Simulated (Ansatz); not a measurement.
```yaml
crystal:
  periodic: [false, false, false]
  atoms:
    - {symbol: Ti, position_ang: [-0.044104, 1.024360, 0.383611]}
    - {symbol: O, position_ang: [0.494191, -0.675764, 0.299695]}
    - {symbol: O, position_ang: [-0.450087, -0.348595, -0.683297]}
basis:
  gaussian: {orbitals: def2-mTZVP}
total_charge: -1
magnetization: {spin_polarized: true, initial_magnetization: 1}
hamiltonian: {xc: {name: PBE}, dispersion: d3bjatm}
scf: {omitted_lower_state_checks: [starts]}
output: {forces: true}
```

```sh
$ ansatz run in.yaml --threads 2 --pin off --events-out ev --progress --plain --max-ram 4352MiB
```

Output, abridged:

```
Functional definition: PBE
646 factors; their error is unknown
mean field evaluation 1: about -27179.3574 eV, gradient 7.8e1 eV
mean field evaluation 2: about -27047.7052 eV, gradient 1.8e2 eV
mean field evaluation 4: about -27160.0419 eV, gradient 1.1e2 eV
mean field evaluation 8: about -27198.8270 eV, gradient 3.0e0 eV
mean field evaluation 16: about -27198.8598 eV, gradient 1.0e-2 eV
mean field -27198.85978598 eV, -999.5396610856 hartree, gradient 1.3e-5 eV, S^2 0.823605; 0 other end points of the search recorded, 0 dependent functions left out
reference -27198.85981463 eV, -999.5396621384 hartree; 20, 19 occupied and 61, 62 virtual orbitals, 646 factors
Total energy: -27198.89220882 eV, -999.5408526028 hartree
Atom 0 at    -0.044104     1.024360     0.383611 Å, force    -0.133205     3.064263     1.146010 eV/Å
Atom 1 at     0.494191    -0.675764     0.299695 Å, force     1.680350    -2.093326     1.106022 eV/Å
Atom 2 at    -0.450087    -0.348595    -0.683297 Å, force    -1.547145    -0.970938    -2.252033 eV/Å
Dipole moment:     0.011733    -0.272194    -0.101917 e Å
Checks for a lower state left out: starts
```

It took 2.3 s on 2 threads of Intel Xeon Platinum 8259CL on a shared host.

The highest occupied level of an anion often lies above zero with these methods, and sets without diffuse functions describe the outer electron poorly.

The dipole of an ion depends on the origin.
